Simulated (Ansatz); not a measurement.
Ansatz (a program for electronic structure) input:

Ansatz 0.2 input:
```yaml
crystal:
  periodic: [false, false, false]
  atoms:
    - {symbol: Si, position_ang: [0.00979753, -0.01619601, -0.06718725]}
    - {symbol: O, position_ang: [-0.81622945, -1.24056916, -0.73562145]}
    - {symbol: O, position_ang: [1.64996800, -0.06905658, -0.04982133]}
    - {symbol: N, position_ang: [-0.50975164, 1.44961774, -0.74579920]}
    - {symbol: N, position_ang: [-0.38979829, -0.28436876, 1.59262638]}
    - {symbol: H, position_ang: [2.10222454, -0.14537880, -0.89288046]}
    - {symbol: H, position_ang: [0.01551723, 2.30620861, -0.70240798]}
    - {symbol: H, position_ang: [-1.42444543, 1.56074481, -1.14874553]}
    - {symbol: H, position_ang: [-1.34964712, -0.23357815, 1.89877355]}
    - {symbol: H, position_ang: [0.14612652, -0.94098940, 2.14163412]}
basis:
  gaussian:
    orbitals: def2-TZVPD
hamiltonian:
  xc: {name: PBE0}
magnetization: {spin_polarized: true, initial_magnetization: 1}
output: {forces: true}
```

Problem. What final total energy does it print?

Solution. -552.27250 Eh (PBE0/def2-TZVPD). The basis has 242 functions.

It need not be the lowest isomer of its formula.
